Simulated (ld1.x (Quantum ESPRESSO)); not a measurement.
# Transferability test, TM potential for barium (Ba)

```
Element                 : barium
Generator               : ld1.x (Quantum ESPRESSO) 7.5
Type                    : norm-conserving Troullier–Martins (Kleinman–Bylander form)
Functional              : PBE
Relativity              : fully relativistic
Frozen core             : [Kr] 4d10
Valence charge          : 10
Reference configuration : 5s2 5p6 5d0 6s2 6p0
Partial waves           : 5p (bound): rc 1.70 bohr; 5d (bound, empty): rc 3.15 bohr; 5s (bound): rc 1.55 bohr
Local potential         : the s channel
Core correction         : none
```

Open shells are filled in proportion to 2j + 1 (rel_dist='average').

Occupied shells without a wave of their own: 6s. They enter only through the test configuration that unscreens the potential.

Energies are relative to the spin-unpolarised reference configuration 5s2 5p6 5d0 6s2 6p0; without spin polarisation the order of configurations can differ from experiment. Not all tests gave a result: 2 of 7 tests not solved or not reliable. Left out of the table: 5s2 5p6 5d0 6s0 6p2 (solver errors, printed error -7.0 eV); 5s2 5p6 5d0 6s0 6p1 (solver errors, printed error -1.9 eV).

| valence configuration | charge | ΔE all-electron (eV) | error AE − PS (meV) |
| --- | --- | --- | --- |
| 5s2 5p6 5d0 6s1 6p0 | +1 | 5.361 | -42 |
| 5s2 5p6 5d0 6s0 6p0 | +2 | 15.340 | -118 |
| 5s2 5p6 5d0 6s1.5 6p0 | +0.5 | 2.136 | -18 |
| 5s2 5p5 5d0 6s2 6p0 | +1 | 23.336 | +8.8 |

Question: What are ΔE and the potential's error for 5s2 5p6 5d1 6s0 6p0?

Answer: ΔE = 6.046 eV all-electron; the error (AE − PS) is -77 meV.

A Bessel basis up to 400 Ry misses an occupied level by 0.07 Ry, so cutoffs and ghosts were not judged.
